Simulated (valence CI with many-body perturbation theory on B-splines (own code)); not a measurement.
Values are calculated unless marked as measured or tabulated.
Level structure of Rh24+

Level of theory: valence CI with perturbative core correlation (CI+MBPT): three valence electrons over a frozen Dirac-Fock core [Ar], a basis of 7 s, 7 p, 8 d, 6 f, 4 g, 1 h functions for each j, with the one-electron correlation potential Σ1, the two-electron term Σ2, the three-electron term Σ3, Breit, model QED; selected CI, second order for the rest (own B-spline code, finite nucleus).

No measured spectrum was set against this ion. As an estimate, terms of the open shell hold to 2 to 4 % of their energy, and close levels can change places. Only levels of the ground parity were solved; by the run's estimate the other parity begins above the list, which can be wrong where configurations are misplaced.

Levels 1 to 19 of 19, with energies above the lowest level, 3d3 4F_3/2. "Leading %" is the weight of the configuration and term that name the level; weights of strongly mixed levels are sums over their largest components and can fall short. In the jj column 3d3/2^4 stands for four electrons in 3d with j = 3/2.

```
No.  Configuration  Term     J  E (cm⁻¹)  Leading %  Second component             Leading jj      g
  1            3d3    4F   3/2       0.0         84       14 % 3d3 2D         3d3/2^3 (72 %)  0.474
  2            3d3    4F   5/2     27146         95        5 % 3d3 2D   3d3/2^2 3d5/2 (90 %)  1.034
  3            3d3    4F   7/2     49079         87       11 % 3d3 2G   3d3/2^2 3d5/2 (52 %)  1.195
  4            3d3    4F   9/2     64060         63       29 % 3d3 2G   3d3/2^2 3d5/2 (59 %)  1.232
  5            3d3    4P   3/2     70122         49       32 % 3d3 2P   3d3/2^2 3d5/2 (78 %)  1.399
  6            3d3    4P   1/2     80485         74       26 % 3d3 2P   3d3/2^2 3d5/2 (96 %)  2.138
  7            3d3    2G   7/2    104600         85       12 % 3d3 4F   3d3/2 3d5/2^2 (66 %)  0.935
  8            3d3    2H   9/2    109220         56       28 % 3d3 4F   3d3/2 3d5/2^2 (43 %)  1.058
  9            3d3    4P   5/2    114410         90        9 % 3d3 2D   3d3/2 3d5/2^2 (62 %)  1.553
 10            3d3    2D   3/2    128650         47       40 % 3d3 4P   3d3/2 3d5/2^2 (94 %)  1.173
 11            3d3    2P   1/2    137200         74       26 % 3d3 4P   3d3/2 3d5/2^2 (96 %)  1.192
 12            3d3    2H  11/2    147630        100                    3d3/2 3d5/2^2 (100 %)  1.088
 13            3d3    2D   5/2    158140         90        6 % 3d3 4P   3d3/2 3d5/2^2 (66 %)  1.210
 14            3d3    2G   9/2    167330         56       36 % 3d3 2H         3d5/2^3 (76 %)  1.054
 15            3d3    2P   3/2    186550         59       29 % 3d3 2D         3d5/2^3 (84 %)  1.201
 16            3d3    2F   5/2    191250         86       12 % 3d3 2D   3d3/2 3d5/2^2 (50 %)  0.906
 17            3d3    2F   7/2    192470         96                     3d3/2 3d5/2^2 (87 %)  1.130
 18            3d3    2D   3/2    284820         99                     3d3/2 3d5/2^2 (83 %)  0.802
 19            3d3    2D   5/2    286880         85       11 % 3d3 2F         3d5/2^3 (64 %)  1.168
```

Names give the largest LS component (configuration and term), which can be under half, so a name can repeat, a term be missing and a line seem to break the LS rules; names also repeat where a configuration has a term twice.

The ionisation energy to 3d2 3F_2 of the next ion comes out as 1201.8 eV (NIST: 1202 ± 4 eV (theoretical)). All 19 levels together are meant to be complete up to 298360 cm⁻¹.
